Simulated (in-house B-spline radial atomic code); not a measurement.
wB97X excitations of O6+

Method: wB97X. Computed with a B-spline radial code for spherical atoms: linear response of the closed shell 1s2 with the functional's adiabatic kernel; scalar-relativistic (spin-free one-electron X2C), finite nucleus, no spin-orbit coupling, no double excitations, S, P, D and F terms only.

Command:
```bash
python run_td.py task.json out
```
Settings (radii: box in bohr, nucleus in fm):
```
Z                        8
electrons                2
configuration            1s2
hamiltonian              x2c
method                   wb97x
box_radius               14.35
rms_radius               2.6991
intervals                72
```

Time taken, with all properties: 0.2 s on 1 thread of Intel(R) Xeon(R) Platinum 8488C (Sapphire Rapids), on a shared host.

The lowest states, in the order of their Tamm-Dancoff energies; the method's threshold (minus the highest occupied level) is 704.53 eV. Labels give the largest channel, * marks a mixed state, and oscillator strengths are full-response dipole values. Semilocal kernels can invert the small singlet-triplet splittings of Rydberg terms. Energies in eV:

| state | full response | Tamm-Dancoff | oscillator strength |
| --- | --- | --- | --- |
| 1s → 2s 3S | 548.34 | 548.45 | - |
| 1s → 2s 1S | 556.15 | 556.28 | - |
| 1s → 2p 3P | 558.01 | 558.14 | - |
| 1s → 2p 1P | 562.92 | 563.03 | 0.613 |
| 1s → 3s 3S | 635.27 | 635.30 | - |
| 1s → 3s 1S | 637.10 | 637.13 | - |
| 1s → 3p 3P | 637.76 | 637.78 | - |
| 1s → 3p 1P | 638.99 | 639.01 | 0.135 |
| 1s → 3d 3D | 639.34 | 639.35 | - |
| 1s → 3d 1D | 639.94 | 639.94 | - |
| 1s → 4s 3S | 664.66 | 664.67 | - |
| 1s → 4s 1S | ? | ? | - |
| 1s → 4p 3P | 665.62 | 665.63 | - |
| 1s → 4f 3F | 666.06 | 666.06 | - |
| 1s → 4f 1F | ? | ? | - |
| 1s → 4d 3D | 666.15 | 666.15 | - |

Question: Where does 1s → 4f 1F lie?

Answer: At 666.12 eV in full response, 666.12 eV in Tamm-Dancoff.

Question: Where does 1s → 4s 1S lie?

Answer: At 665.43 eV in full response, 665.44 eV in Tamm-Dancoff.

Question: How large is the singlet-triplet splitting of 1s → 2s (S terms) in Tamm-Dancoff?

Answer: 7.83 eV, from the unrounded values.

Question: What polarisabilities and dispersion coefficient does the method give?

Answer: Dipole 0.002674 bohr³, quadrupole 0.0001662 bohr⁵, C6 0.0001313 hartree·bohr⁶ for two such species.
